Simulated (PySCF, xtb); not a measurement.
CH3N2S, SMILES [NH]C(N)=S (connectivity only; charge and spin as stated), charge -1, multiplicity 1. Other conformers were not sampled.

Harmonic wavenumbers (cm⁻¹) from GFN2-xTB (xtb) at its own minimum, in rising order: 313, 367, 440, 526, 715, 731, 759, 1056, 1088, 1310, 1480, 1612, 3332, 3384, 3454.

Q: What does B3LYP-D3(BJ)/def2-SVPD run with PySCF give at its own minimum? (The exact figures need the calculation; the answer reports its results.)

A: 376, 423, 478, 518, 675, 696, 800, 1056, 1140, 1328, 1556, 1597, 3531, 3534, 3672. Paired by order, the mean absolute difference is 67 cm⁻¹ and the zero-point energies are 29.4 and 30.6 kcal/mol.
